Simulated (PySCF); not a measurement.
A structure optimised at PBE-D3(BJ)/def2-SVP, used in a PySCF frequency run:

```xyz
13

C     -0.3318    -2.4270     0.0000
C      0.5605    -1.4139     0.0000
C      0.1691    -0.0037     0.0000
N     -1.0385     0.5053     0.0000
C     -0.4677     1.8808     0.0000
C      0.9676     1.2799     0.0000
H     -1.4122    -2.2090     0.0000
H     -0.0120    -3.4799     0.0000
H      1.6443    -1.6198     0.0000
H     -0.7536     2.4658     0.9005
H     -0.7536     2.4658    -0.9005
H      1.5853     1.4717    -0.9024
H      1.5853     1.4717     0.9024
```

Question: Write its SMILES, formula and point group.

Answer: C=CC1=NCC1, C5H7N, Cs

Question: What are its rotational constants (standard atomic weights)?

Answer: 10.402, 2.5246, 2.0865 GHz
